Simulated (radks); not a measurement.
Rb2+, configuration [Ar] 3d10 4s2 4p5.

All-electron calculation, Dirac Kohn-Sham, LB94 model potential, spin-unpolarised, spherical densities, finite nucleus; open shells fill j = l - 1/2 first; Fermi nuclear charge, rms radius 4.2036 fm. Program: a radial shooting solver on a logarithmic mesh with Libxc functionals.

Energy parts (eV):
part                   energy
kinetic             83759.905
electron-nucleus  -195604.394
Hartree             33483.937
(The LB94 potential has no energy functional, so no total or exchange-correlation energy is given.)

Orbitals (lengths in bohr, moments of r in powers of bohr):
orbital  occ.  eigenvalue (eV)     <r^2>
1s1/2       2        -15152.77  0.002178
2s1/2       2        -2057.920   0.03698
2p1/2       2        -1873.096   0.02822
2p3/2       4        -1811.397   0.02963
3s1/2       2        -329.9153    0.3001
3p1/2       2        -263.3311    0.3058
3p3/2       4        -254.1536    0.3182
3d3/2       4        -137.2224    0.3293
3d5/2       6        -135.6277    0.3340
4s1/2       2         -57.0397     2.261
4p1/2       2         -40.9076     2.970
4p3/2       3         -39.8625     3.094

The highest occupied level is 4p3/2 at -39.862 eV. The electron density at the nucleus is 5.494e+04 e/bohr^3.
